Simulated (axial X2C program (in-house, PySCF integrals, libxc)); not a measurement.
## Potential curves of TiGe, two-component

Computed with an axial X2C code built on PySCF integrals. Two-component (2c) means X2C with spin–orbit coupling and atomic mean-field two-electron Coulomb and Gaunt terms. Basis: Ge dyall-cv3z [9s9p7d4f1g], Ti dyall-cv3z [10s10p6d4f2g] (cores contracted in-house); Gaussian nuclei, density fitting, unrestricted open shells. Masses: Ge 73.921 u, Ti 47.948 u.

State: Ω = 4 (⟨Sz⟩ = 2.00, ⟨Lz⟩ = 2.00 at PBE0). Energies in cm⁻¹ from the lowest point of each curve. Fits are polynomials in 1 − R0/R over 0.85 to 1.23 times the lowest point R0.

```json
{"R (Å)": "2.1532", "PBE0": "5434"}
{"R (Å)": "2.2523", "PBE0": "2257"}
{"R (Å)": "2.3265", "PBE0": "898"}
{"R (Å)": "2.4007", "PBE0": "196"}
{"R (Å)": "2.4750", "PBE0": "0"}
{"R (Å)": "2.5616", "PBE0": "246"}
{"R (Å)": "2.6483", "PBE0": "859"}
{"R (Å)": "2.7596", "PBE0": "1996"}
{"R (Å)": "2.8958", "PBE0": "3679"}
{"R (Å)": "3.0938", "PBE0": "6265"}
```

The state is one determinant whose occupation by symmetry is held fixed; it was picked as the lowest of a PBE0 search that is not exhaustive. Density functionals use the spin component along the axis (collinear). Other states lie close and PBE0, whose exact exchange favours high spin, may order them wrongly; the determinant shown need not be the ground state. The nearest other 2c determinant of the search, Ω = 3, lies 0.53 eV up at the distance of the search. The functionals have no current-density term, which raises determinants with orbital currents, atoms included. With several unpaired electrons one determinant need not be a pure state. Open-shell Ω = 0 determinants with evenly filled partner blocks cannot be reached by this program, so the Ω shown need not be the lowest component.

(1) Fit the PBE0 curve near its minimum: give the equilibrium distance and the harmonic wavenumber.

Results:

(1) At PBE0, 2c: Re = 2.472 Å, ωe ≈ 284 cm⁻¹; Be follows as 0.0948 cm⁻¹.
